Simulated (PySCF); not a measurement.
**Mayer bond orders and bond lengths**

Compound: C5H7O2S (charge -1).
Atom-mapped SMILES: `[CH:1]#[C:2][CH-:3][S:4](=[O:5])(=[O:6])[CH2:7][CH3:8]` (hydrogens: H9 on C1; H10 on C3; H11, H12 on C7; H13, H14, H15 on C8)

Geometry (GFN2-xTB, Å), atoms numbered from 1 in this order:
```
atom  x, y, z in Å
C1     2.6899   -1.2257    1.0310
C2     2.1385   -0.5591    0.1812
C3     1.4756    0.1684   -0.7899
S4     0.1233    1.0586   -0.2386
O5     0.4709    1.9994    0.8223
O6    -0.5790    1.6456   -1.3819
C7    -1.1669   -0.0391    0.5806
C8    -1.7021   -1.0030   -0.4482
H9     3.3643   -1.6197    1.7361
H10    1.2413   -0.3158   -1.7283
H11   -0.6523   -0.5318    1.4012
H12   -1.9276    0.6361    0.9615
H13   -2.5288   -1.6056   -0.0644
H14   -0.9061   -1.6715   -0.7735
H15   -2.0454   -0.4343   -1.3110
```

Bond orders from the PBE0/pcSseg-1 density (PySCF). Geometry: GFN2-xTB, one conformer, isolated ion. The pcSseg-1 basis has no diffuse functions, a weakness for an anion.

Q: How far do the computed orders between heavy atoms stray from the drawn ones?

A: The largest departure is 0.536, at C1–C2 (drawn triple, 2.464). Drawn single, order above 1.12: C2–C3 (1.203). Drawn single, order below 0.88: S4–C7 (0.813). Drawn double or triple, more than 0.30 short of the drawn order: C1–C2 (2.464), S4–O5 (1.676) and S4–O6 (1.602). The SMILES, with its formal charges, is one Lewis structure only.

Q: Set the Mayer orders of the bonds beside their lengths.

A: 
| bond | drawn as | length (Å) | Mayer order |
| --- | --- | --- | --- |
| C1–C2 | triple | 1.213 | 2.464 |
| C2–C3 | single | 1.383 | 1.203 |
| C3–S4 | single | 1.710 | 1.095 |
| S4–O5 | double | 1.460 | 1.676 |
| S4–O6 | double | 1.465 | 1.602 |
| S4–C7 | single | 1.882 | 0.813 |
| C7–C8 | single | 1.508 | 1.031 |
| C1–H9 | single | 1.052 | 1.075 |
| C3–H10 | single | 1.082 | 0.930 |
| C7–H11 | single | 1.087 | 0.937 |
| C7–H12 | single | 1.086 | 0.943 |
| C8–H13 | single | 1.093 | 0.965 |
| C8–H14 | single | 1.089 | 0.963 |
| C8–H15 | single | 1.089 | 0.957 |

By pair of heavy elements: C–C: lowest C7–C8 (1.031, 1.508 Å), highest C1–C2 (2.464, 1.213 Å). C–S: lowest S4–C7 (0.813, 1.882 Å), highest C3–S4 (1.095, 1.710 Å). O–S: lowest S4–O6 (1.602, 1.465 Å), highest S4–O5 (1.676, 1.460 Å).

Q: Sum the orders of all bonds at each heavy atom with more than one neighbour and set the sums beside the valence in the SMILES.

A: C1 3.539 (drawn 4), C2 3.667 (drawn 4), C3 3.228 (drawn 3), S4 5.186 (drawn 6), C7 3.724 (drawn 4), C8 3.916 (drawn 4). Orders between atoms that aren't bonded are not in these sums.

For a closed shell the Mayer order of atoms A and B is Σ (PS)μν (PS)νμ over the basis functions μ on A and ν on B, with P the density and S the overlap matrix.
